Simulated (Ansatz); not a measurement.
`[OH][Ga]([F])[Br]` and `[F][GaH][Br]` differ in one atom or group.

Ansatz, PBE0-D4/def2-TZVP geometries, multiplicity 1. Each molecule was computed in one conformer, which needn't be the lowest.

Scalar relativity is left out up to krypton. Spin–orbit coupling is left out; it splits and shifts lone-pair levels of the heavy atoms by tenths of an eV.

```
                                          property  `[OH][Ga]([F])[Br]`
                 HOMO energy (PBE/def2-TZVPP) / eV                -7.71
  size of the dipole moment (B3LYP/def2-TZVPP) / D                 2.36
               HOMO–LUMO gap (PBE/def2-TZVPP) / eV                 5.02
           HOMO–LUMO gap (ωB97M-V/def2-TZVPP) / eV                11.48
size of the dipole moment (ωB97M-V/def2-TZVPP) / D                 2.31
             HOMO–LUMO gap (B3LYP/def2-TZVPP) / eV                 6.69
```

Q: What does the change do to each property? (Estimate.)

A: Computed: 
| property | `[F][GaH][Br]` | shift |
| --- | --- | --- |
| HOMO energy (PBE/def2-TZVPP) / eV | -7.47 | 0.24 |
| size of the dipole moment (B3LYP/def2-TZVPP) / D | 2.00 | -0.36 |
| HOMO–LUMO gap (PBE/def2-TZVPP) / eV | 5.07 | 0.05 |
| HOMO–LUMO gap (ωB97M-V/def2-TZVPP) / eV | 11.10 | -0.38 |
| size of the dipole moment (ωB97M-V/def2-TZVPP) / D | 2.02 | -0.29 |
| HOMO–LUMO gap (B3LYP/def2-TZVPP) / eV | 6.60 | -0.09 |

With PBE0 the HOMO rises by 0.29 eV and the LUMO rises by 0.12 eV, so the gap narrows by about 0.17 eV. PBE moves the HOMO by 0.24 eV and ωB97M-V by 0.31 eV. The zero-point energy changes by -18.5 kJ/mol with -3 modes. Dipoles are sizes alone; their direction can turn.

B3LYP here is the variant with VWN-RPA as its local correlation; programs differ in this.
